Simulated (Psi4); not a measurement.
Pair of molecules, SMILES F with SMILES [SiH4] (the first has 2 atoms); geometry from B3LYP-D3(BJ)/def2-TZVP, rigid monomers moved along the line of their centres of mass till H2···H4 is 2.43 Å.
(charge 0, multiplicity 1):
| atom | x (Å) | y (Å) | z (Å) |
|---|---|---|---|
| F | -0.2022 | -0.4294 | -0.4678 |
| H | -0.1008 | -0.7705 | 0.3912 |
| Si | -0.0071 | 0.2506 | 3.7555 |
| H | 0.0786 | -0.9017 | 2.8148 |
| H | 1.0806 | 1.1987 | 3.4407 |
| H | 0.1464 | -0.2817 | 5.1256 |
| H | -1.3255 | 0.8959 | 3.5927 |

Calculation: SAPT0/jun-cc-pV(D+d)Z in Psi4.

**Question.** Which attractive term is largest, and how does the interaction split up?

**Answer.** electrostatics -0.46, exchange 0.40, induction -0.37, dispersion -0.26, total -0.69 kcal/mol; the largest attraction is electrostatics.
